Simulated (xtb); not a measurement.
C4H11O2, charge +1, singlet, at a GFN2-xTB geometry, atoms displaced at random by about 0.06 Å a coordinate; GFN2-xTB in xtb.

xtb was given this input:
```
$ xtb mol.xyz --gfn 2 --chrg 1 --uhf 0 --ohess --json

# file mol.xyz
17

C     -2.21656245    -1.09561829    -0.18764772
O     -1.13553894    -0.57813764     0.53097911
C     -0.75127554     0.76844092     0.37826202
C      0.31371223     0.95776556    -0.56422516
O      1.68227502     0.67856674    -0.13199700
C      1.82712254    -0.70385439     0.11913099
H     -3.04245851    -0.47334381     0.19321611
H     -2.29640923    -2.18100933     0.09326209
H     -2.01846972    -0.89091497    -1.21392283
H     -0.35927022     1.11656004     1.38355775
H     -1.64084493     1.33748972     0.17912323
H      0.34791054     2.17026186    -0.73545644
H      0.08967619     0.47489239    -1.44395653
H      2.28401924     1.04823934    -0.57366530
H      2.77022060    -0.77132824     0.59568409
H      1.10321012    -1.12078041     0.62311657
H      2.02968019    -1.30427027    -0.87444618
```

The log (banner, timings and long lists left out):

```
   ID    Z sym.   atoms
    1    6 C      1, 3, 4, 6
    2    8 O      2, 5
    3    1 H      7-17

           -------------------------------------------------
          |                Calculation Setup                |
           -------------------------------------------------

           -------------------------------------------------
          |                 G F N 2 - x T B                 |
           -------------------------------------------------

          ...................................................
          :                      SETUP                      :
          :.................................................:
          :  # basis functions                  35          :
          :  # atomic orbitals                  35          :
          :  # shells                           23          :
          :  # electrons                        38          :
          :  max. iterations                   250          :
          :  Hamiltonian                  GFN2-xTB          :
          :  restarted?                      false          :
          :  GBSA solvation                  false          :
          :  PC potential                    false          :
          :  electronic temp.          300.0000000     K    :
          :  accuracy                    1.0000000          :
          :  -> integral cutoff          0.2500000E+02      :
          :  -> integral neglect         0.1000000E-07      :
          :  -> SCF convergence          0.1000000E-05 Eh   :
          :  -> wf. convergence          0.1000000E-03 e    :
          :  Broyden damping             0.4000000          :
          :  net charge                          1          :
          :  unpaired electrons                  0          :
          ...................................................

 iter      E             dE          RMSdq      gap      omega  full diag
   1    -21.9914337 -0.219914E+02  0.444E+00    9.63       0.0  T
   2    -22.0313140 -0.398803E-01  0.273E+00    7.96       1.0  T
   3    -22.0340438 -0.272977E-02  0.853E-01    7.11       1.0  T
   4    -22.0344892 -0.445395E-03  0.161E-01    7.04       1.0  T
   5    -22.0345591 -0.699431E-04  0.701E-02    7.17       1.0  T
   6    -22.0345616 -0.245712E-05  0.175E-02    7.18       1.4  T
   7    -22.0345619 -0.347027E-06  0.439E-03    7.19       5.5  T
   8    -22.0345619 -0.218336E-07  0.155E-03    7.19      15.6  T
   9    -22.0345619 -0.400711E-08  0.449E-04    7.19      54.0  T
  10    -22.0345620 -0.263437E-09  0.119E-04    7.19     204.5  T

   *** convergence criteria satisfied after 10 iterations ***

         :::::::::::::::::::::::::::::::::::::::::::::::::::::
         ::                     SUMMARY                     ::
         :::::::::::::::::::::::::::::::::::::::::::::::::::::
         :: total energy             -21.746073486650 Eh    ::
         :: gradient norm              0.383812274020 Eh/a0 ::
         :: HOMO-LUMO gap              7.187500970067 eV    ::
         ::.................................................::
         :: SCC energy               -22.034534586060 Eh    ::
         :: -> isotropic ES            0.118491658792 Eh    ::
         :: -> anisotropic ES         -0.001595497727 Eh    ::
         :: -> anisotropic XC          0.005989934061 Eh    ::
         :: -> dispersion             -0.007704521739 Eh    ::
         :: repulsion energy           0.288461099409 Eh    ::
         :: add. restraining           0.000000000000 Eh    ::
         :: total charge               1.000000000000 e     ::
         :::::::::::::::::::::::::::::::::::::::::::::::::::::

      -----------------------------------------------------------
     |                   =====================                   |
     |                        A N C O P T                        |
     |                   =====================                   |
     |               Approximate Normal Coordinate               |
[...]
 * total energy  :   -21.7460735 Eh     change       -0.2890488E-10 Eh
 * total energy  :   -21.8085126 Eh     change       -0.6243916E-01 Eh
 * total energy  :   -21.8179110 Eh     change       -0.9398314E-02 Eh
 * total energy  :   -21.8187179 Eh     change       -0.8068997E-03 Eh
 * total energy  :   -21.8189056 Eh     change       -0.1877568E-03 Eh
 * total energy  :   -21.8189502 Eh     change       -0.4461610E-04 Eh
 * total energy  :   -21.8189689 Eh     change       -0.1868362E-04 Eh
 * total energy  :   -21.8189765 Eh     change       -0.7556109E-05 Eh
 * total energy  :   -21.8189811 Eh     change       -0.4651085E-05 Eh
   *** GEOMETRY OPTIMIZATION CONVERGED AFTER 9 ITERATIONS ***
         :: total energy             -21.818981125371 Eh    ::
[...]
  41:  0.00  42:  0.00  43:  0.00  44:  0.00  45:  0.00  46:  0.00  47:  0.00  48:  0.00
  49:  0.00  50:  0.00  51:  0.00
 output can be read by thermo (or use thermo option).
 writing <g98.out> molden fake output.
 recommended (thermochemical) frequency scaling factor: 1.0
           -------------------------------------------------
          |             Thermodynamic Functions             |
           -------------------------------------------------

c1  symmetry found (for desy threshold:  0.10E+00) used in thermo

          ...................................................
          :                      SETUP                      :
          :.................................................:
          :  # frequencies                          45      :
          :  # imaginary freq.                       0      :
          :  linear?                             false      :
          :  only rotor calc.                    false      :
          :  symmetry                               c1      :
          :  rotational number                       1      :
          :  scaling factor                  1.0000000      :
          :  rotor cutoff                   50.0000000 cm⁻¹ :
          :  imag. cutoff                  -20.0000000 cm⁻¹ :
          :.................................................:

    mode    ω/cm⁻¹     T·S(HO)/kcal·mol⁻¹    T·S(FR)/kcal·mol⁻¹   T·S(vib)
   ------------------------------------------------------------------------
       1     66.35    -1.26975 ( 75.62%)    -0.97235 ( 24.38%)    -1.19724
       2     95.93    -1.05405 ( 93.13%)    -0.86325 (  6.87%)    -1.04094
       3    143.32    -0.82261 ( 98.54%)    -0.74441 (  1.46%)    -0.82147
       4    180.02    -0.69415 ( 99.41%)    -0.67691 (  0.59%)    -0.69405
       5    208.87    -0.61227 ( 99.67%)    -0.63290 (  0.33%)    -0.61233
       6    298.98    -0.42416 ( 99.92%)    -0.52669 (  0.08%)    -0.42424
   ------------------------------------------------------------------------

   temp. (K)  partition function   enthalpy   heat capacity  entropy
                                   cal/mol     cal/K/mol   cal/K/mol   J/K/mol
 298.15  VIB   127.                 3308.849     21.570     20.441
         ROT  0.178E+06              888.752      2.981     27.002
         INT  0.226E+08             4197.602     24.551     47.442
         TR   0.842E+27             1481.254      4.968     39.423
         TOT                        5678.8555    29.5190    86.8656   363.4457

       T/K    H(0)-H(T)+PV         H(T)/Eh          T*S/Eh         G(T)/Eh
   ------------------------------------------------------------------------
    298.15    0.904983E-02    0.157574E+00    0.412727E-01    0.116301E+00
   ------------------------------------------------------------------------

         :::::::::::::::::::::::::::::::::::::::::::::::::::::
         ::                  THERMODYNAMIC                  ::
         :::::::::::::::::::::::::::::::::::::::::::::::::::::
         :: total free energy         -21.702680117537 Eh   ::
         ::.................................................::
         :: total energy              -21.818981125371 Eh   ::
         :: zero point energy           0.148523833373 Eh   ::
         :: G(RRHO) w/o ZPVE           -0.032222825538 Eh   ::
         :: G(RRHO) contrib.            0.116301007835 Eh   ::
         :::::::::::::::::::::::::::::::::::::::::::::::::::::

optimized geometry written to: xtbopt.xyz

           -------------------------------------------------
          | TOTAL ENERGY              -21.818981125371 Eh   |
          | TOTAL ENTHALPY            -21.661407459696 Eh   |
          | TOTAL FREE ENERGY         -21.702680117537 Eh   |
          | GRADIENT NORM               0.000772871458 Eh/α |
          | HOMO-LUMO GAP               6.959314301229 eV   |
           -------------------------------------------------

normal termination of xtb
```
